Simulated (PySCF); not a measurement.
Input file for PySCF: R-M06-2X/def2-TZVPPD on CH3Cl (SMILES CCl).

```python
from pyscf import gto, dft

mol = gto.M(
    atom='''
    C    -0.82271389   -0.58665181    3.41838988
    Cl    0.43476121    0.63558920    3.80025670
    H    -1.14112637   -1.04863459    4.34782956
    H    -1.65394489   -0.08126289    2.93669682
    H    -0.38919707   -1.32452192    2.75085591
    ''',
    basis='def2-tzvppd',
    charge=0, spin=0, verbose=4, max_memory=1800)
mf = dft.RKS(mol, xc='m062x').density_fit(auxbasis='def2-universal-jkfit')
mf.grids.level = 4
mf.conv_tol = 1e-9
mf.max_cycle = 150
mf.kernel()
mf.dip_moment()
```

Problem. Predict the final total energy.

Solution. -500.1001 hartree.
